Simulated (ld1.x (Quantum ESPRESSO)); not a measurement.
**Ti, TM: configuration errors across variants**

ld1.x (Quantum ESPRESSO) 7.5 input, shortened:

```
&input
   title='Ti', zed=22., rel=1, dft='PBE', iswitch=3,
   config='[Ar] 3d2 4s1.5 4p0'
 /
 &inputp
   pseudotype=2, tm=.true., lloc=1,
   nlcc=.false.
 /
3
4S  1  0   1.50   0.00  2.10  2.10  0.0
3D  3  2   2.00   0.00  2.25  2.25  0.0
3P  2  1   6.00   0.00  1.60  1.60  0.0
 &test
   configts(1)='3p6 3d2 4s1.5 4p0'
 /
```

All-electron excitation energies from the reference (eV): (1) 3p6 3d2 4s2 4p0 -2.937; (2) 3p6 3d2 4s1 4p0 4.410; (3) 3p6 3d2 4s0 4p0 17.982; (4) 3p6 3d3 4s1 4p0 -1.831; (5) 3p6 3d1 4s2 4p1 1.735; (6) 3p5 3d2 4s2 4p0 42.620; (7) 3p6 3d2 4s0 4p2 3.351.

A true bound ghost makes a file unfit for plane-wave use even where its test errors are small: the radial tests pick states by their node count and pass the ghost by.

Errors AE − PS in meV (a dash: test not solved or not reliable):

| change | (1) | (2) | (3) | (4) | (5) | (6) | (7) | bound ghosts |
| --- | --- | --- | --- | --- | --- | --- | --- | --- |
| base | +0.6 | +0.6 | +17 | +4.4 | +114 | -299 | +36 | s |
| wave 3d (bound): rc 2.25 bohr becomes 3d (bound): rc 1.80 bohr | +0.4 | +0.4 | +16 | -14 | +28 | -195 | +35 | s |
| wave 3d (bound): rc 2.25 bohr becomes 3d (bound): rc 2.20 bohr | +0.6 | +0.6 | +18 | +1.1 | +101 | -284 | +36 | s |
| wave 3d (bound): rc 2.25 bohr becomes 3d (bound): rc 2.66 bohr | +0.7 | +0.4 | +9.3 | +41 | +247 | -422 | +35 | s |
| wave 3d (bound): rc 2.25 bohr becomes 3d (bound): rc 2.86 bohr | +0.6 | +0.1 | +0.8 | +66 | +323 | -481 | +34 | s |
| wave 3d (bound): rc 2.25 bohr becomes 3d (bound): rc 3.24 bohr | +0.5 | -0.8 | -22 | +125 | +478 | -580 | +33 | s |

Task: Give the same row for: wave 3d (bound): rc 2.25 bohr becomes 3d (bound): rc 1.50 bohr.

Result: +0.3, +0.3, +15, -19, +1.3, -153, +35; bound ghosts: s.
